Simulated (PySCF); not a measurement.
Cartesian coordinates in Å; atom numbers follow the order of the lines, from 1:
```xyz
20

Si    1.995   -0.610    1.178
Si    2.414    0.920   -0.556
O     1.026    1.277   -1.401
Si   -0.589    0.972   -1.569
N    -1.201   -0.030   -0.272
Si   -1.453   -1.750   -0.540
Si   -1.807    0.766    1.177
H     1.454   -1.894    0.636
H     1.032   -0.055    2.178
H     3.285   -0.904    1.880
H     2.975    2.185    0.008
H     3.420    0.341   -1.498
H    -0.811    0.259   -2.857
H    -1.301    2.280   -1.543
H    -2.820   -2.036   -1.077
H    -0.443   -2.232   -1.528
H    -1.297   -2.480    0.752
H    -0.975    1.978    1.437
H    -1.721   -0.177    2.330
H    -3.232    1.194    1.021
```

PySCF 2.14.0 with density-fitted response routines calculation with PBE0-D3(BJ)/def2-SVP geometry and shieldings: GIAO HF/pcSseg-1; one conformer, one averaged value for each set of equivalent atoms, no solvent, non-relativistic Hamiltonian.

Scale: 1H (σ = 31.69 ppm) and 29Si (σ = 393.43 ppm) vs TMS; 17O (σ = 333.31 ppm) vs H2O; 15N (σ = 265.72 ppm) vs NH3 (reference shieldings calculated alike).

```
                  atoms  nucleus  count  δ (ppm)
                H13/H14       1H      2     4.27
                    Si1     29Si      1    -91.3
                    Si4     29Si      1    -37.7
              H8/H9/H10       1H      3     3.32
                    Si2     29Si      1        ?
H15/H16/H17/H18/H19/H20       1H      6     4.30
                H11/H12       1H      2        ?
                     N5      15N      1        ?
                     O3      17O      1     15.8
                Si6/Si7     29Si      2    -43.6
```

Q: Estimate the values marked ?.

A: 
- H11/H12: 4.81 ppm, hydrogen on a silicon bonded to O, Si
- Si2: -31.4 ppm, silicon bonded to O, Si, 2 H
- N5: -3.0 ppm, nitrogen bonded to 3 Si

Experimental scales use liquid or dissolved standards, which lie at an offset from isolated NH3 (liquid NH3: subtract about 20 ppm) and H2O (liquid H2O: subtract about 36 ppm).
